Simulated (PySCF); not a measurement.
Mg(H)(OH) (H2MgO), SMILES [OH][MgH].

Geometry: B3LYP-D3(BJ)/def2-TZVPD.

Calculation: PySCF with C-PCM-M06-2X/def2-TZVPD.

The values are the electrostatic part of the solvation free energy, E(continuum) − E(gas) at the gas-phase geometry, in a cavity of scaled van der Waals radii (PySCF's table); cavitation and dispersion terms are not included. A continuum can't describe solvent molecules that bind to the metal. In vacuum the orbital gap is 8.71 eV. The dipole moment in vacuum is 0.42 D.

| solvent | ε | ΔG(elec) (kcal/mol) | dipole (D) | gap (eV) |
|---|---|---|---|---|
| water | 78.36 | -11.9 | 0.90 | 8.98 |
| 1-octanol | 9.86 | -10.6 | 0.84 | 8.94 |
| n-hexane | 1.88 | -5.2 | 0.61 | 8.80 |
